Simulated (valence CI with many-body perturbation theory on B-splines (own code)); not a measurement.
# Level structure of In43+

Calculated by valence CI with perturbative core correlation (CI+MBPT): four valence electrons over a frozen Dirac-Fock core [He], radial functions for each j: 11 s, 11 p, 10 d, 8 f, 5 g, 2 h, with the one-electron correlation potential Σ1 (screened to all orders), the two-electron term Σ2, the three-electron term Σ3, Breit, model QED; selected single and double excitations, second order for the rest, scaled by the run's own slope (own B-spline code, finite nucleus).

No measured spectrum was set against this ion. As an estimate, large intervals hold to a few tenths of a per cent, small ones and those within an open d or f shell to about a per cent. Among the levels kept, up to 810 cm⁻¹ of a level comes from second order outside the variational space, and about a tenth of that is noise between levels of different J, which matters for small intervals.

Levels 136 to 180 of 204, with energies above the lowest level, (2s^2 2p1/2^2) J=0. "Leading %" is the weight of the configuration and term that name the level; weights of strongly mixed levels are sums over their largest components and can fall short, so below about 35 % the name and the second component can differ from the true leading terms, or belong to a minority configuration. In the jj column 3d3/2^4 stands for four electrons in 3d with j = 3/2. Lifetimes count E1, E2, E3, M1 and M2 decay at the calculated energies, and are blank where another channel may lead or the interval is too uncertain; long ones can be off by a factor of two.

| No. | Configuration | Term | J | E (eV) | Leading % | Lifetime | Leading jj | Second component |
| --- | --- | --- | --- | --- | --- | --- | --- | --- |
| 136 | 2s2p²3p | ³P° | 1 | 4761.3 | 34 | 18.5 fs | 2s 2p3/2^2 3p1/2 (95 %) | 25 % 2s2p²3p ³S° |
| 137 | 2s2p²3p | ³D° | 2 | 4763.6 | 34 | 24.2 fs | 2s 2p3/2^2 3p1/2 (95 %) | 23 % 2s2p²3p ¹D° |
| 138 | 2s2p²3p | ³P° | 1 | 4765.3 | 53 | 13.4 fs | 2s 2p3/2^2 3p1/2 (74 %) | 18 % 2s2p²3p ¹P° |
| 139 | 2p³3p | ³P | 0 | 4765.8 | 74 | 13.8 fs | 2p1/2^2 2p3/2 3p3/2 (95 %) | 23 % 2p³3p ¹S |
| 140 | 2s2p²3p | ³P° | 2 | 4773.1 | 43 | 11.2 fs | 2s 2p3/2^2 3p3/2 (93 %) | 20 % 2s2p²3p ¹D° |
| 141 | 2p³3d | ³D° | 2 | 4779.7 | 31 | 69.1 fs | 2p1/2^2 2p3/2 3d3/2 (94 %) | 20 % 2p³3d ³F° |
| 142 | 2p³3d | ³F° | 3 | 4783.8 | 26 | 290 fs | 2p1/2^2 2p3/2 3d3/2 (90 %) | 20 % 2p³3d ⁵D° |
| 143 | 2p³3d | ⁵D° | 1 | 4787.0 | 30 | 15.3 fs | 2p1/2^2 2p3/2 3d3/2 (96 %) | 27 % 2p³3d ³D° |
| 144 | 2p³3d | ³P° | 0 | 4787.6 | 56 | 301 fs | 2p1/2^2 2p3/2 3d3/2 (96 %) | 32 % 2p³3d ⁵D° |
| 145 | 2p³3d | ³F° | 4 | 4799.3 | 46 | 1.15 ps | 2p1/2^2 2p3/2 3d5/2 (97 %) | 31 % 2p³3d ⁵D° |
| 146 | 2p³3d | ³D° | 2 | 4806.7 | 33 | 5.56 fs | 2p1/2^2 2p3/2 3d5/2 (93 %) | 20 % 2p³3d ³P° |
| 147 | 2s2p²3d | ³D | 2 | 4808.8 | 29 | 3.38 fs | 2s 2p3/2^2 3d3/2 (95 %) | 21 % 2s2p²3d ⁵P |
| 148 | 2s2p²3d | ³D | 3 | 4808.9 | 27 | 3.68 fs | 2s 2p3/2^2 3d3/2 (83 %) | 26 % 2s2p²3d ⁵D |
| 149 | 2s2p²3d | ⁵P | 1 | 4811.4 | 32 | 3.25 fs | 2s 2p3/2^2 3d3/2 (93 %) | 26 % 2s2p²3d ³P |
| 150 | 2s2p²3d | ³F | 4 | 4811.8 | 40 | 5.79 fs | 2s 2p3/2^2 3d5/2 (52 %) | 27 % 2s2p²3d ⁵D |
| 151 | 2s2p²3p | ³D° | 3 | 4813.3 | 58 | 19.1 fs | 2s 2p3/2^2 3p3/2 (84 %) | 14 % 2p³3s ³D° |
| 152 | 2s2p²3p | ³P° | 0 | 4815.3 | 60 | 571 fs | 2s 2p3/2^2 3p3/2 (97 %) | 39 % 2s2p²3p ¹S° |
| 153 | 2s2p²3d | ⁵F | 5 | 4815.6 | 51 | 15.0 ps | 2s 2p3/2^2 3d5/2 (97 %) | 49 % 2s2p²3d ³G |
| 154 | 2p³3d | ³D° | 3 | 4817.9 | 42 | 2.58 fs | 2p1/2^2 2p3/2 3d5/2 (87 %) | 19 % 2p³3d ¹F° |
| 155 | 2s2p²3p | ³P° | 2 | 4819.4 | 74 | 104 fs | 2s 2p3/2^2 3p3/2 (95 %) | 10 % 2s2p²3p ³D° |
| 156 | 2s2p²3d | ³F | 4 | 4820.6 | 55 | 9.84 fs | 2s 2p3/2^2 3d3/2 (52 %) | 24 % 2s2p²3d ¹G |
| 157 | 2s2p²3p | ¹P° | 1 | 4820.8 | 46 | 9.99 fs | 2s 2p3/2^2 3p3/2 (90 %) | 29 % 2s2p²3p ³P° |
| 158 | 2p³3d | ³D° | 1 | 4824.9 | 37 | 3.97 fs | 2p1/2^2 2p3/2 3d5/2 (92 %) | 23 % 2p³3d ³P° |
| 159 | 2p³3s | ⁵S° | 2 | 4825.3 | 37 | 155 fs | 2p1/2 2p3/2^2 3s (73 %) | 30 % 2p³3s ³D° |
| 160 | 2s2p²3p | ³P° | 2 | 4828.8 | 32 | 124 fs | 2s 2p3/2^2 3p3/2 (76 %) | 22 % 2s2p²3p ¹D° |
| 161 | 2s2p²3d | ³P | 0 | 4830.5 | 69 | 8.94 fs | 2s 2p3/2^2 3d5/2 (90 %) | 22 % 2s2p²3d ¹S |
| 162 | 2p³3s | ³S° | 1 | 4830.6 | 41 | 23.6 fs | 2p1/2 2p3/2^2 3s (76 %) | 35 % 2p³3s ³D° |
| 163 | 2s2p²3d | ³P | 1 | 4839.1 | 30 | 4.08 fs | 2s 2p3/2^2 3d5/2 (92 %) | 23 % 2s2p²3d ³S |
| 164 | 2s2p²3d | ³D | 3 | 4840.5 | 41 | 3.95 fs | 2s 2p3/2^2 3d5/2 (83 %) | 21 % 2s2p²3d ¹F |
| 165 | 2s2p²3d | ³P | 2 | 4845.7 | 37 | 3.10 fs | 2s 2p3/2^2 3d5/2 (93 %) | 21 % 2s2p²3d ¹D |
| 166 | 2p³3s | ³D° | 3 | 4848.9 | 83 | 64.2 fs | 2p1/2 2p3/2^2 3s (83 %) | 10 % 2s2p²3p ³D° |
| 167 | 2s2p²3p | ¹P° | 1 | 4849.8 | 27 | 27.3 fs | 2s 2p3/2^2 3p3/2 (77 %) | 22 % 2s2p²3p ³S° |
| 168 | 2p³3s | ¹D° | 2 | 4851.2 | 66 | 22.8 fs | 2p1/2 2p3/2^2 3s (95 %) | 28 % 2p³3s ³D° |
| 169 | 2p³3p | ⁵P | 1 | 4870.3 | 20 | 5.42 fs | 2p1/2 2p3/2^2 3p1/2 (49 %) | 17 % 2s2p²3d ³D |
| 170 | 2s2p²3d | ³D | 1 | 4871.9 | 28 | 5.87 fs | 2p1/2 2p3/2^2 3p1/2 (47 %) | 21 % 2p³3p ⁵P |
| 171 | 2p³3p | ³F | 2 | 4873.8 | 21 | 4.21 fs | 2p1/2 2p3/2^2 3p1/2 (55 %) | 11 % 2p³3p ³P |
| 172 | 2s2p²3d | ³F | 3 | 4876.2 | 32 | 3.38 fs | 2s 2p3/2^2 3d3/2 (71 %) | 14 % 2s2p²3d ¹F |
| 173 | 2p³3s | ³P° | 0 | 4877.9 | 99 | 48.0 fs | 2p1/2 2p3/2^2 3s (99 %) |  |
| 174 | 2s2p²3d | ³D | 2 | 4880.9 | 58 | 3.38 fs | 2s 2p3/2^2 3d3/2 (76 %) | 7 % 2s2p²3d ¹D |
| 175 | 2s2p²3d | ³D | 2 | 4882.5 | 17 | 9.59 fs | 2s 2p3/2^2 3d3/2 (55 %) | 11 % 2p³3p ³F |
| 176 | 2s2p²3d | ³D | 1 | 4882.7 | 68 | 3.94 fs | 2s 2p3/2^2 3d3/2 (92 %) | 11 % 2s2p²3d ³P |
| 177 | 2p³3s | ³P° | 1 | 4883.8 | 63 | 33.7 fs | 2p1/2 2p3/2^2 3s (92 %) | 30 % 2p³3s ¹P° |
| 178 | 2s2p²3d | ³F | 4 | 4886.3 | 69 | 241 fs | 2s 2p3/2^2 3d5/2 (96 %) | 14 % 2s2p²3d ¹G |
| 179 | 2s2p²3d | ³P | 0 | 4887.5 | 76 | 2.73 fs | 2s 2p3/2^2 3d3/2 (92 %) | 21 % 2s2p²3d ¹S |
| 180 | 2s2p²3d | ³D | 3 | 4888.6 | 78 | 62.2 fs | 2s 2p3/2^2 3d5/2 (93 %) | 9 % 2s2p²3d ³F |

Where two levels of one J and parity lie close, their mixing, g and order are uncertain.
